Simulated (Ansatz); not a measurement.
`NB(Cl)Cl` + `[SiH3][O][InH2]` → `NB(Cl)O[SiH3]` + `[Cl][InH2]`  (redistribution)

Computed with Ansatz on PBE0-D4/def2-TZVP structures; ΔE is electronic, products minus reactants. CCSD(T)/CBS is the MP2 limit (def2-TZVPP, def2-QZVPP) plus CCSD(T) − MP2 in def2-TZVPP, frozen cores. Functionals use def2-TZVPP. HSE06 is defined as in plane-wave codes. Elements past krypton have def2 core potentials. For In outer-core shells are correlated without core-valence functions, which leaves a few kJ/mol of doubt a bond. Each species was taken in one conformer, which may not be the lowest.

`NB(Cl)Cl`:

Cartesian coordinates in Å:
```
N -0.260 0.474 -0.602
B 0.185 -0.337 0.428
Cl 0.459 -2.054 0.151
Cl 0.482 0.341 2.026
H -0.426 1.457 -0.478
H -0.439 0.120 -1.525
```

`[SiH3][O][InH2]`:

Z-matrix (Å, degrees):
```
Si
O 1 1.622
H 1 1.490 2 110.7
H 1 1.496 2 111.8 3 120.0
H 1 1.490 2 110.8 3 -119.9
In 2 1.992 1 138.5 3 -120.0
H 6 1.702 2 110.2 1 180.0
H 6 1.706 2 112.5 1 -0.0
```

`NB(Cl)O[SiH3]`:

```xyz
10

N    -0.375   -0.617    1.556
B    -0.945   -0.705    0.284
Cl   -2.430   -1.665    0.089
O    -0.438   -0.103   -0.821
Si    0.839    0.850   -1.213
H     0.461   -0.094    1.748
H    -0.778   -1.076    2.353
H     0.330    2.123   -1.776
H     1.674    0.145   -2.213
H     1.662    1.142   -0.005
```

`[Cl][InH2]`:

Cartesian coordinates in Å:
```
Cl -0.542 1.321 1.516
In 0.068 -0.165 -0.189
H 1.405 0.390 -1.089
H -0.931 -1.546 -0.238
```

```csv
level,ΔE (kJ/mol)
r2SCANh,-107.3
HSE06,-107.3
```

**Question.** What does CCSD(T)/CBS give? (Best estimate.)

**Answer.** Computed: -100.9 kJ/mol. The listed levels differ from it by -6.4, -6.4 kJ/mol.

**Question.** What do rigid-rotor, harmonic-oscillator terms from PBE0-D4/def2-TZVP frequencies (298.15 K, 1 bar) make of the CCSD(T)/CBS value? (Estimate.)

**Answer.** Computed: ΔZPE = +2.2 kJ/mol, ΔH = -98.7 kJ/mol, ΔS = -2 J/(mol·K), ΔG = -98.2 kJ/mol. Modes under 50 cm⁻¹ make the entropy rough.

Largest T1 diagnostic among the species: 0.015.

Leaving LDA and LC-ωPBE aside and taking each functional with its dispersion term where it has one, the values, not all of them listed here, spread over 22.9 kJ/mol, from BHLYP-D4 to revPBE-D4. LDA lies −5.7 kJ/mol from PBE without D4. In def2-TZVPP, CCSD(T) changes the Hartree–Fock value by +30.8 kJ/mol (the triples alone add +4.9 kJ/mol) and MP2 by +35.4 kJ/mol.
